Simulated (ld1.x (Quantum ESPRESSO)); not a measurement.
Transferability test, TM semilocal potential for Nd

* Element: Nd
* Generator: ld1.x (Quantum ESPRESSO) 7.5
* Type: norm-conserving Troullier–Martins (semilocal form)
* Functional: PBE
* Relativity: scalar-relativistic
* Frozen core: [Xe] 4f3
* Valence charge: 3
* Reference configuration: 5d1 6s1.75 6p0.25
* Partial waves: 6s (bound): rc 2.60 bohr; 6p (bound): rc 3.25 bohr; 5f channel at 0.05 Ry: rc 2.90 bohr; 5d (bound): rc 3.70 bohr
* Local potential: the d channel
* Core correction: Bessel-smoothed model core inside 1.55 bohr

Energies are relative to the spin-unpolarised reference configuration 5d1 6s1.75 6p0.25; without spin polarisation the order of configurations can differ from experiment.

(1) Give the all-electron excitation energy and the error of the potential for: 5d1 6s2 6p0; 5d1 6s1 6p0; 5d1 6s0 6p0; 5d0 6s2 6p0; 5d2 6s1 6p0; 5d1 6s1.5 6p0; 5d1 6s1 6p1.

Levels in the configuration 5d1 6s1 6p1:

```json
{"level": "5d", "all-electron (eV)": "-3.868", "pseudo (eV)": "-3.872"}
{"level": "6s", "all-electron (eV)": "-4.530", "pseudo (eV)": "-4.528"}
{"level": "6p", "all-electron (eV)": "-1.882", "pseudo (eV)": "-1.877"}
```

Answers

(1)

```
valence configuration  charge  ΔE all-electron (eV)  error AE − PS (meV)
          5d1 6s2 6p0       0                -0.635                 +0.1
          5d1 6s1 6p0      +1                 5.629                 -0.1
          5d1 6s0 6p0      +2                17.063                  -60
          5d0 6s2 6p0      +1                 5.713                  +16
          5d2 6s1 6p0       0                 0.515                  -34
        5d1 6s1.5 6p0    +0.5                 1.885                 -0.1
          5d1 6s1 6p1       0                 1.953                 -1.5
```
